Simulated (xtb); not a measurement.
Job for xtb: GFN1-xTB on C3H10Si (SMILES CC[SiH2]C).

```
$ xtb mol.xyz --gfn 1 --sp --chrg 0 --uhf 0
14

C     -2.17501844     0.02554444     0.08428301
C     -0.75625331    -0.41224336     0.46782147
Si     0.60124156     0.45680340    -0.50306950
C      2.30651307    -0.13141905     0.01634247
H     -2.93147032    -0.50091261     0.67025830
H     -2.37951441    -0.17198606    -0.97019429
H     -2.31787847     1.09578924     0.24842764
H     -0.58258251    -0.23333274     1.53402389
H     -0.64347666    -1.49168988     0.32280365
H      0.40317573     0.20275481    -1.95506906
H      0.49041361     1.92481003    -0.29152434
H      2.41633212    -1.20507247    -0.15060405
H      3.08842187     0.37760813    -0.55031389
H      2.48009617     0.06334612     1.07681471
```

The log:

```
[...]
           -------------------------------------------------
          |                Calculation Setup                |
           -------------------------------------------------



           -------------------------------------------------
          |                 G F N 1 - x T B                 |
           -------------------------------------------------

        Reference                      10.1021/acs.jctc.7b00118
      * Hamiltonian:
        H0-scaling (s, p, d)           1.850000    2.250000    2.000000
        zeta-weighting                 0.000000
      * Dispersion:
        s8                             2.400000
        a1                             0.630000
        a2                             5.000000
        s9                             0.000000
      * Repulsion:
        kExp                           1.500000
        rExp                           1.000000
      * Coulomb:
        alpha                          2.000000
        third order                    atomic
        anisotropic                    false
      * Halogen bond correction:
        rad-scale                      1.300000
        damping                        0.440000


          ...................................................
          :                      SETUP                      :
          :.................................................:
          :  # basis functions                  42          :
          :  # atomic orbitals                  41          :
          :  # shells                           29          :
          :  # electrons                        26          :
          :  # halogen bonds                     0          :
          :  max. iterations                   250          :
          :  Hamiltonian                  GFN1-xTB          :
          :  restarted?                      false          :
          :  GBSA solvation                  false          :
          :  PC potential                    false          :
          :  electronic temp.          300.0000000     K    :
          :  accuracy                    1.0000000          :
          :  -> integral cutoff          0.2500000E+02      :
          :  -> integral neglect         0.1000000E-07      :
          :  -> SCF convergence          0.1000000E-05 Eh   :
          :  -> wf. convergence          0.2000000E-04 e    :
          :  Broyden damping             0.4000000          :
          :  net charge                          0          :
          :  unpaired electrons                  0          :
          ...................................................

 iter      E             dE          RMSdq      gap      omega  full diag
   1    -13.7503194 -0.137503E+02  0.732E+00    6.61       0.0  T
   2    -13.7660141 -0.156947E-01  0.445E+00    6.77       1.0  T
   3    -13.7664947 -0.480657E-03  0.449E-01    6.76       1.0  T
   4    -13.7675008 -0.100606E-02  0.472E-02    6.78       1.0  T
   5    -13.7675354 -0.346208E-04  0.912E-03    6.77       2.9  T
   6    -13.7675357 -0.301793E-06  0.357E-03    6.78       7.5  T
   7    -13.7675357 -0.142440E-07  0.547E-04    6.78      48.9  T
   8    -13.7675357 -0.684805E-09  0.941E-05    6.78     283.9  T
   9    -13.7675357 -0.262403E-10  0.146E-05    6.78    1835.0  T

   *** convergence criteria satisfied after 9 iterations ***

         #    Occupation            Energy/Eh            Energy/eV
      -------------------------------------------------------------
         1        2.0000           -0.6472700             -17.6131
       ...           ...                  ...                  ...
         7        2.0000           -0.5166251             -14.0581
         8        2.0000           -0.5162450             -14.0477
         9        2.0000           -0.4924296             -13.3997
        10        2.0000           -0.4795491             -13.0492
        11        2.0000           -0.4576999             -12.4546
        12        2.0000           -0.4448869             -12.1060
        13        2.0000           -0.4282139             -11.6523 (HOMO)
        14                         -0.1791855              -4.8759 (LUMO)
        15                         -0.1715480              -4.6681
        16                         -0.1437999              -3.9130
        17                         -0.1207798              -3.2866
        18                         -0.1053485              -2.8667
       ...                                ...                  ...
        41                          1.3609563              37.0335
      -------------------------------------------------------------
                  HL-Gap            0.2490283 Eh            6.7764 eV
             Fermi-level           -0.3036997 Eh           -8.2641 eV

 SCC (total)                   0 d,  0 h,  0 min,  0.019 sec
 SCC setup                      ...        0 min,  0.000 sec (  0.972%)
 Dispersion                     ...        0 min,  0.000 sec (  0.571%)
 classical contributions        ...        0 min,  0.000 sec (  0.227%)
 integral evaluation            ...        0 min,  0.004 sec ( 23.506%)
 iterations                     ...        0 min,  0.005 sec ( 27.107%)
 molecular gradient             ...        0 min,  0.009 sec ( 45.578%)
 printout                       ...        0 min,  0.000 sec (  1.867%)

         :::::::::::::::::::::::::::::::::::::::::::::::::::::
         ::                     SUMMARY                     ::
         :::::::::::::::::::::::::::::::::::::::::::::::::::::
         :: total energy             -13.589014143627 Eh    ::
         :: gradient norm              0.032385653079 Eh/a0 ::
         :: HOMO-LUMO gap              6.776406085372 eV    ::
         ::.................................................::
         :: SCC energy               -13.767535734032 Eh    ::
         :: -> electrostatic           0.002960733218 Eh    ::
         :: repulsion energy           0.182875917186 Eh    ::
         :: dispersion energy         -0.004354326781 Eh    ::
         :: halogen bond corr.         0.000000000000 Eh    ::
         :: add. restraining           0.000000000000 Eh    ::
         :: total charge              -0.000000000000 e     ::
         :::::::::::::::::::::::::::::::::::::::::::::::::::::

           -------------------------------------------------
          |                Property Printout                |
           -------------------------------------------------

    * Orbital Energies and Occupations

         #    Occupation            Energy/Eh            Energy/eV
      -------------------------------------------------------------
         1        2.0000           -0.6472700             -17.6131
         2        2.0000           -0.6301826             -17.1481
         3        2.0000           -0.6049218             -16.4608
         4        2.0000           -0.5806616             -15.8006
         5        2.0000           -0.5401865             -14.6992
         6        2.0000           -0.5210182             -14.1776
         7        2.0000           -0.5166251             -14.0581
         8        2.0000           -0.5162450             -14.0477
         9        2.0000           -0.4924296             -13.3997
        10        2.0000           -0.4795491             -13.0492
        11        2.0000           -0.4576999             -12.4546
        12        2.0000           -0.4448869             -12.1060
        13        2.0000           -0.4282139             -11.6523 (HOMO)
        14                         -0.1791855              -4.8759 (LUMO)
        15                         -0.1715480              -4.6681
        16                         -0.1437999              -3.9130
        17                         -0.1207798              -3.2866
Note: The following floating-point exceptions are signalling: IEEE_DENORMAL
normal termination of xtb
        18                         -0.1053485              -2.8667
        19                         -0.0937594              -2.5513
        20                         -0.0935428              -2.5454
        21                         -0.0626135              -1.7038
        22                         -0.0615058              -1.6737
        23                         -0.0537845              -1.4635
        24                         -0.0427884              -1.1643
       ...                                ...                  ...
        41                          1.3609563              37.0335
      -------------------------------------------------------------
                  HL-Gap            0.2490283 Eh            6.7764 eV
             Fermi-level           -0.3036997 Eh           -8.2641 eV

  Mulliken/CM5 charges         n(s)   n(p)   n(d)
     1C    -0.06280 -0.20937   1.000  3.063  0.000
     2C    -0.14315 -0.21396   1.022  3.122  0.000
     3Si    0.22173 -0.04780   1.286  1.889  0.604
     4C    -0.19487 -0.30399   1.005  3.190  0.000
     5H     0.02227  0.07320   0.978  0.000  0.000
     6H     0.02772  0.07998   0.972  0.000  0.000
     7H     0.02772  0.07999   0.972  0.000  0.000
     8H     0.04424  0.10218   0.956  0.000  0.000
     9H     0.04423  0.10216   0.956  0.000  0.000
    10H    -0.07624  0.00458   1.076  0.000  0.000
    11H    -0.07624  0.00458   1.076  0.000  0.000
    12H     0.05467  0.10907   0.945  0.000  0.000
    13H     0.05607  0.11033   0.944  0.000  0.000
    14H     0.05466  0.10907   0.945  0.000  0.000

Wiberg/Mayer (AO) data.
largest (>0.10) Wiberg bond orders for each atom

 ---------------------------------------------------------------------------
     #   Z sym  total        # sym  WBO       # sym  WBO       # sym  WBO
 ---------------------------------------------------------------------------
     1   6 C    3.996 --     2 C    0.987     5 H    0.986     6 H    0.984
                             7 H    0.984
     2   6 C    3.954 --     3 Si   1.043     1 C    0.987     9 H    0.930
                             8 H    0.930
     3  14 Si   4.322 --     4 C    1.077     2 C    1.043    11 H    0.931
                            10 H    0.931
     4   6 C    3.950 --     3 Si   1.077    13 H    0.938    14 H    0.936
                            12 H    0.936
     5   1 H    1.009 --     1 C    0.986
     6   1 H    1.004 --     1 C    0.984
     7   1 H    1.004 --     1 C    0.984
     8   1 H    1.002 --     2 C    0.930
     9   1 H    1.002 --     2 C    0.930
    10   1 H    0.989 --     3 Si   0.931
    11   1 H    0.989 --     3 Si   0.931
    12   1 H    0.998 --     4 C    0.936
    13   1 H    0.996 --     4 C    0.938
    14   1 H    0.998 --     4 C    0.936
 ---------------------------------------------------------------------------

Topologies differ in total number of bonds
Writing topology from bond orders to xtbtopo.mol

 dipole moment from electron density (au)
     X       Y       Z
   0.1468  -0.3504   0.3551  total (Debye):    1.322


           -------------------------------------------------
          | TOTAL ENERGY              -13.589014143627 Eh   |
          | GRADIENT NORM               0.032385653079 Eh/α |
          | HOMO-LUMO GAP               6.776406085372 eV   |
           -------------------------------------------------

------------------------------------------------------------------------
------------------------------------------------------------------------
 total:
 SCF:
```

The run finished.

Cost: roughly 0.07 core-seconds.
